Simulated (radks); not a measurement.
Correlation energies from several functionals, in hartree. Species: Te19+ [Ar] 3d10 4s2 4p3; Si10+ [He] 2s2; N3+ [He] 2s2; Mn [Ar] 3d5 4s2. Calculated with a radial shooting solver on a logarithmic mesh with Libxc functionals: non-relativistic Kohn-Sham, exchange-only B88, spin-polarised, spherical densities, point nucleus. Every spin shell is full or empty, so the densities are truly spherical. Functionals are evaluated on that one density, not self-consistently.

| functional | Te19+ | Si10+ | N3+ | Mn |
|---|---|---|---|---|
| PW92 | -3.6113 | -0.37263 | -0.29209 | -2.0501 |
| PZ | -3.6096 | -0.37210 | -0.29167 | -2.0393 |
| Wigner | -1.7439 | -0.21494 | -0.20354 | -1.2107 |
| PBE | -1.7905 | -0.10702 | -0.098619 | -1.0397 |
| LYP | -1.7710 | -0.13463 | -0.11999 | -1.0830 |
| P86 | -2.1147 | -0.16544 | -0.11432 | -1.1893 |
| PW91 | -1.9909 | -0.13050 | -0.11314 | -1.1351 |
| AM05 | -3.3538 | -0.32709 | -0.25623 | -1.8775 |
| OP (B88) | -1.7122 | -0.15193 | -0.12850 | -1.0348 |
| TPSS | -1.7940 | -0.10912 | -0.10047 | -1.0441 |
| revTPSS | -1.8110 | -0.11300 | -0.10525 | -1.0659 |
| SCAN | -1.8054 | -0.11195 | -0.099915 | -1.0566 |
| B95 | -2.3698 | -0.16167 | -0.12489 | -1.2315 |
| Tao-Mo | -1.7242 | -0.085418 | -0.077109 | -0.98008 |
